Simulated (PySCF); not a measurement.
## Basis-set dependence of NaPb at CCSD(T)

PySCF, UHF reference; quartet, unpaired electrons σ ↑, π ↑↑; De to Na + Pb without counterpoise correction. Frozen cores follow the default of each basis and core potential.

```tsv
basis	relativity	functions	Re (Å)	ωe (cm⁻¹)	De (eV)	frozen orbitals
def2-SVP	scalar-relativistic core potentials	41	3.000	170	1.05	5
def2-SVPD	scalar-relativistic core potentials	50	3.010	168	1.09	5
aug-cc-pVDZ/aug-cc-pVDZ-PP	scalar-relativistic core potentials	59	3.015	166	1.09	5
```

(1) How does each smaller set differ from the one with most functions, aug-cc-pVDZ/aug-cc-pVDZ-PP?

Correlated steps freeze 5 core orbitals. Correlated levels converge slowly with the basis: in double zeta they bind strong bonds too weakly, by up to about 1 eV, and carry superposition errors of some tenths. Spin–orbit coupling is left out, which matters for elements this heavy, above all for dissociation energies. The state is the lowest determinant that a PBE0 search found; another state may lie lower at other levels.

## Answers

(1) def2-SVP: -1.5 pm, +2.4 % in ωe, -0.04 eV in De; def2-SVPD: -0.5 pm, +1.2 % in ωe, +0.00 eV in De. All at CCSD(T); the set with most functions is neither the basis-set limit nor always the best.
